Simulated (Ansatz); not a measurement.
The cluster Ag₂Au₄⁺, relaxed as a doublet with UKS PBE-D4/def2-SVP in Ansatz, starting from the GFN1-xTB geometry. Force threshold 0.02 eV/Å.

In the def2 sets Ag, Au take a core potential; there is no spin–orbit coupling. The relaxation made no stability test and no search for a lower SCF solution. No other spin state of charge 1 was run. Another isomer (doublet) lies 0.30 eV lower at PBE0-D4/def2-TZVP; other spin states weren't run for this one.

Start:

```xyz
6

Au   -0.806    1.301   -0.404
Au   -2.691   -0.341   -1.214
Au   -0.605   -1.422   -0.260
Au    1.439   -2.557    0.682
Ag    1.142    2.881    0.516
Ag    1.522    0.138    0.679
```

| step | energy (eV) | largest force component (eV/Å) | SCF passes |
| --- | --- | --- | --- |
| 1 | -22774.5867 | 1.278 | 26 |
| 2 | -22774.6856 | 0.473 | 38 |
| 3 | -22774.7202 | 0.099 | 32 |
| 4 | -22774.7213 | 0.012 | 28 |

Force components are those of the run's own axes.

End:

| atom | x (Å) | y (Å) | z (Å) |
| --- | --- | --- | --- |
| Au1 | -0.846 | 1.325 | -0.412 |
| Au2 | -2.796 | -0.291 | -1.268 |
| Au3 | -0.598 | -1.428 | -0.255 |
| Au4 | 1.547 | -2.582 | 0.731 |
| Ag5 | 1.161 | 2.865 | 0.520 |
| Ag6 | 1.533 | 0.110 | 0.684 |

By distances, no bond broke or formed. The bond that changes most is Au2–Au3, from 2.54 to 2.67 Å (atoms count from 1).

No frequencies were taken in this run, so the end may be a saddle point.

Hardware: 4 threads of Arm Neoverse V2 on a shared host. Wall time 24 s.
